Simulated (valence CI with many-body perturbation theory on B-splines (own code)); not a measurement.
Values are calculated unless marked as measured or tabulated.
## Kr²³⁺: what the settings do

Level of theory: configuration interaction combined with many-body perturbation theory (CI+MBPT): three valence electrons over a frozen Dirac-Fock core [Ne], radial functions for each j: 6 s, 6 p, 5 d, 3 f, 1 g, with the one-electron correlation potential Σ1, the two-electron term Σ2, the three-electron term Σ3, Breit, model QED; selected CI, second order for the rest, scaled by the run's own slope (own B-spline code, finite nucleus).

No measured levels were compared; by estimate levels of excited configurations hold to 0.05 to 0.15 % of their energy, terms of the ground configuration to about 0.5 %.

The reference run has the lowest level 3s²3p ²P°_1/2 and an ionisation energy of 1051.08 eV. Its largest variational space holds 2878 state functions.

Names give the largest LS component (configuration and term), which can be under half, so a name can repeat, a term be missing and a line seem to break the LS rules; names also repeat where a configuration has a term twice.

Changed runs:
A. size limit of the variational space 10000 → 3000; second order for the rest on → off; lowest core n in screening and Σ2 1 → 1
B. size limit of the variational space 10000 → 3000; second order for the rest on → off
C. lowest core n in screening and Σ2 1 → 4
D. box radius (bohr) 3.512 → 1.18 (bad on purpose)

Excitation energies of the reference run in cm⁻¹, and shifts in cm⁻¹:

```csv
Level,Reference,A,B
3s²3p ²P°_3/2,97361,-0.1,-0.1
3s3p² ⁴P_1/2,411731,-0.1,-0.1
3s3p² ⁴P_3/2,463894,-0.1,-0.1
3s3p² ⁴P_5/2,500325,-0.1,-0.1
3s3p² ²D_3/2,579903,0,0
3s3p² ²D_5/2,611741,0,0
3s3p² ²P_1/2,658355,+0.2,+0.2
3s3p² ²S_1/2,755387,+0.1,+0.1
3s3p² ²P_3/2,765595,+0.5,+0.5
3s²3d ²D_3/2,843480,+0.8,+0.8
3s²3d ²D_5/2,856495,+0.8,+0.8
3p³ ²D°_3/2,1049720,+0.1,+0.1
Ionisation energy (eV),1051.08,-3e-05,-3e-05
```

Run C: It gave no result: the setting left no core shell for the response of the core. The program said: "need at least one array to concatenate".

Run D: It gave no result. The program said: "need at least one array to concatenate".
